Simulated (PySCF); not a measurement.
Excitations are Tamm–Dancoff values on a coarser integration grid. The basis has no diffuse functions, so Rydberg states are missing or too high.

Cartesian coordinates (Å):
```xyz
9

C     -0.9804    -0.2781    -0.2195
C      0.2975     0.3927     0.1787
N      0.3038     1.5773     0.6266
S      1.7963    -0.5686    -0.0140
H     -1.8073     0.4107    -0.0534
H     -0.9503    -0.5665    -1.2734
H     -1.1367    -1.1862     0.3684
H      1.2421     1.9067     0.8574
H      1.2350    -1.6880    -0.5002
```
Charge 0, spin multiplicity 1.

Q: What is the computed total energy, HOMO, LUMO, S1 excitation (TDA) and dipole moment (PySCF with r2SCAN-D4/def2-TZVP)?

A: 
```json
{
 "total_energy": "-532.1133 Ha",
 "HOMO": "-6.43 eV",
 "LUMO": "-1.00 eV",
 "S1 excitation (TDA)": "5.83 eV",
 "dipole_moment": "2.08 D"
}
```
